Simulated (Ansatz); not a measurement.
C7H5BrO2 (`O=C(O)c1ccc(Br)cc1`). Charge 0, multiplicity 1. The structure was optimised at the PBE0-D4/def2-TZVP level. It is one conformer, not always the lowest.

```xyz
15

O     2.659   -1.143    0.812
C     1.640   -1.357    0.209
O     1.410   -2.519   -0.426
C     0.521   -0.397    0.081
C     0.651    0.842    0.701
C    -0.364    1.776    0.615
C    -1.511    1.460   -0.098
Br   -2.898    2.728   -0.221
C    -1.658    0.231   -0.722
C    -0.636   -0.698   -0.630
H     2.194   -3.066   -0.280
H     1.559    1.057    1.250
H    -0.269    2.742    1.095
H    -2.562    0.005   -1.273
H    -0.736   -1.661   -1.112
```

Question: What is the dipole moment at B3LYP/def2-TZVPP? (Best estimate.)

Answer: Ansatz gave: 1.43 D, with components (-0.70, -0.96, -0.78) D in this frame, pointing from negative to positive charge.

Question: And with PBE, r2SCAN, ωB97M-V? (Estimate.)

Answer: The calculation gave: PBE 1.40 D, r2SCAN 1.44 D, ωB97M-V 1.44 D.

Question: Give the Mulliken charges with B3LYP, r2SCAN, ωB97M-V in def2-TZVPP. (Estimate.)

Answer: The calculation gave: 
```csv
atom,B3LYP,r2SCAN,ωB97M-V
O1,-0.31,-0.34,-0.32
C2,0.36,0.38,0.35
O3,-0.27,-0.28,-0.26
C4,-0.04,0.00,-0.04
C5,-0.14,-0.13,-0.12
C6,-0.09,-0.05,-0.08
C7,0.01,0.01,-0.03
Br8,-0.05,-0.06,-0.02
C9,-0.10,-0.07,-0.09
C10,-0.15,-0.14,-0.13
H11,0.20,0.22,0.19
H12,0.16,0.13,0.15
H13,0.14,0.11,0.13
H14,0.14,0.11,0.13
H15,0.15,0.12,0.14
```

B3LYP here is the variant with VWN-RPA as its local correlation; programs differ in this.
